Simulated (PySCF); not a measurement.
## How methods differ on the ionisation energy of Er⁵⁵⁺

Er⁵⁵⁺ [Ne] 3s2 3p1 (2P) → Er⁵⁶⁺ [Ne] 3s2 (1S), as a difference of total energies. All numbers are calculated (PySCF 2.14, the spin-free X2C one-electron Hamiltonian (Gaussian nucleus), in an even-tempered Gaussian basis (17 s from 13 bohr⁻², ratio 2.5; 12 p from 17 bohr⁻², ratio 2.5; 4 d from 67 bohr⁻², ratio 2.7; 4 f from 100 bohr⁻², ratio 2.7)). Correlated levels: outer shells: 1s2 frozen; virtual orbitals above 40 to 60 times the deepest correlated orbital energy dropped. The calculations carry no spin-orbit coupling.

```
                method  ionisation energy (eV)
                   UHF                  5288.9
                   LDA                  5290.5
                   PBE                  5292.1
                  PBE0                  5291.6
                r2SCAN                  5291.4
                  MN15                  5307.0
                M06-2X                  5292.4
    MP2 (outer shells)                  5289.5
SCS-MP2 (outer shells)                  5289.4
```

A first-order spin-orbit estimate (lowest level to lowest level, LS coupling) adds 151.9 eV.

Breit and QED terms and the two-electron picture change are absent.

First order in ζ underestimates the shift of j = l − 1/2 levels at high Z.

For comparison: 5455 ± 5 eV (theoretical estimate listed by NIST; NIST Atomic Spectra Database, ionization energies).
